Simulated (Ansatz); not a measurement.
Relaxation of C3H6O2Si (12 atoms, charge 0, multiplicity 1), to a largest force component of 0.02 eV/Å in at most 50 steps.

Theory: RKS PBE/def2-SVP (Ansatz 0.2.0).

```xyz
12
Properties=species:S:1:pos:R:3
C -1.834 -0.821 0.014
C -0.569 -0.621 -0.205
O 0.070 -1.381 -1.161
Si 0.549 0.641 0.756
C 1.954 1.201 -0.254
O 2.519 2.264 0.071
H -2.444 -1.495 -0.552
H -2.386 -0.170 0.731
H -0.524 -1.984 -1.515
H 0.898 -0.029 2.052
H -1.123 0.199 0.253
H 2.281 0.582 -1.064
```

Where does it end, and by what steps?

The run converged. The force dipped under the threshold on the way, but the program's further checks kept it going. After 33 steps the energy has fallen by 5.579 eV; H11 moved furthest, 1.80 Å. Parted: C1–H11, C2–H11. Joined: Si4–H11.

```json
{"step": "0", "energy less start (eV)": "0.0000", "largest force component (eV/Å)": "6.955", "accepted": "yes"}
{"step": "2", "energy less start (eV)": "-2.4909", "largest force component (eV/Å)": "2.053", "accepted": "yes"}
{"step": "4", "energy less start (eV)": "-3.4433", "largest force component (eV/Å)": "1.655", "accepted": "yes"}
{"step": "6", "energy less start (eV)": "-4.5252", "largest force component (eV/Å)": "1.290", "accepted": "yes"}
{"step": "8", "energy less start (eV)": "-5.2391", "largest force component (eV/Å)": "0.566", "accepted": "yes"}
{"step": "10", "energy less start (eV)": "-5.4869", "largest force component (eV/Å)": "0.304", "accepted": "yes"}
{"step": "12", "energy less start (eV)": "-5.5163", "largest force component (eV/Å)": "0.095", "accepted": "yes"}
{"step": "14", "energy less start (eV)": "-5.5427", "largest force component (eV/Å)": "0.184", "accepted": "yes"}
{"step": "16", "energy less start (eV)": "-5.5524", "largest force component (eV/Å)": "0.279", "accepted": "yes"}
{"step": "18", "energy less start (eV)": "-5.5714", "largest force component (eV/Å)": "0.307", "accepted": "yes"}
{"step": "20", "energy less start (eV)": "-5.5745", "largest force component (eV/Å)": "0.179", "accepted": "yes"}
{"step": "22", "energy less start (eV)": "-5.5780", "largest force component (eV/Å)": "0.038", "accepted": "yes"}
{"step": "24", "energy less start (eV)": "-5.5787", "largest force component (eV/Å)": "0.066", "accepted": "yes"}
{"step": "26", "energy less start (eV)": "-5.5790", "largest force component (eV/Å)": "0.021", "accepted": "yes"}
{"step": "28", "energy less start (eV)": "-5.5791", "largest force component (eV/Å)": "0.019", "accepted": "yes"}
{"step": "30", "energy less start (eV)": "-5.5792", "largest force component (eV/Å)": "0.030", "accepted": "yes"}
{"step": "32", "energy less start (eV)": "-5.5793", "largest force component (eV/Å)": "0.021", "accepted": "yes"}
{"step": "33", "energy less start (eV)": "-5.5793", "largest force component (eV/Å)": "0.014", "accepted": "yes"}
```

```xyz
12
Properties=species:S:1:pos:R:3
C -1.934 -0.840 -0.292
C -0.590 -0.874 -0.136
O 0.234 -1.836 -0.660
Si 0.403 0.449 0.790
C 1.705 1.261 -0.416
O 2.211 2.342 -0.176
H -2.476 -1.616 -0.863
H -2.531 -0.032 0.152
H -0.308 -2.480 -1.160
H 1.195 -0.174 1.909
H -0.513 1.507 1.330
H 1.994 0.679 -1.353
```

The run took 39 s on 2 threads of Intel(R) Xeon(R) 6975P-C (Granite Rapids), on a shared host, peak memory 0.18 GiB.
